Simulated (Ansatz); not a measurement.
The cluster Ag₃O⁺. The state is a singlet with charge 1. Geometry relaxed at B3LYP-D4/def2-SVP.

```xyz
4

Ag    0.473   -1.379    1.468
Ag   -0.034   -0.576   -1.987
Ag   -0.368    1.971    0.512
O    -0.071   -0.016    0.007
```

In the def2 sets Ag takes a core potential; there is no spin–orbit coupling. The structure comes from a short search, and lower isomers may exist.

Estimate the harmonic wavenumbers at RKS B3LYP-D4/def2-SVP (Ansatz, unscaled). Is this a minimum?

14, 48, 48, 175, 536, 537 cm⁻¹. Yes, no mode is imaginary beyond noise. Zero-point energy 8.1 kJ/mol. Hardware: 4 threads of Arm Neoverse V2 on a shared host. Wall time 22 s.
